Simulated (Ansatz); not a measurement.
Mo(NH)2F2 (MoN2F2H2), relaxed as a singlet with RKS PBE-D4/def2-SVP in Ansatz, starting from the GFN2-xTB geometry. Force threshold 0.02 eV/Å.

In the def2 sets Mo takes a core potential; there is no spin–orbit coupling. The restricted singlet is unstable towards broken spin symmetry in Hartree–Fock (as tested in another run); at PBE-D4/def2-SVP this wasn't settled.

Start:

```xyz
7

Mo   -0.425   -0.221   -0.068
N    -0.157    1.067    1.057
H     0.195    1.813    1.644
N     1.027   -0.622   -0.920
H     1.960   -0.700   -1.302
F    -1.646    0.337   -1.269
F    -0.954   -1.673    0.859
```

(1) Estimate the energy that the relaxation releases and the steps that it takes.

(2) Does the start keep its bonding and symmetry?

(3) Predict the relaxed structure.

Answers

(1) 0.23 eV, in 7 steps; 8 s on 4 threads of Intel Xeon Platinum 8259CL on a shared host. No frequencies were taken in this run, so the end may be a saddle point.

(2) By distances, no bond broke or formed. The bond that changes most is Mo1–F6, from 1.80 to 1.87 Å (atoms count from 1). Point group Cs at the start, C2v at the end, both within 0.05 Å.

(3) 
Cartesian coordinates in Å:
```
Mo -0.486 -0.250 -0.078
N -0.181 1.040 1.040
H 0.401 1.742 1.512
N 0.986 -0.626 -0.912
H 1.983 -0.514 -1.132
F -1.719 0.367 -1.341
F -0.984 -1.758 0.911
```
Bond lengths: 2 × Mo–N 1.73 Å; 2 × F–Mo 1.87 Å; 2 × H–N 1.03 Å.
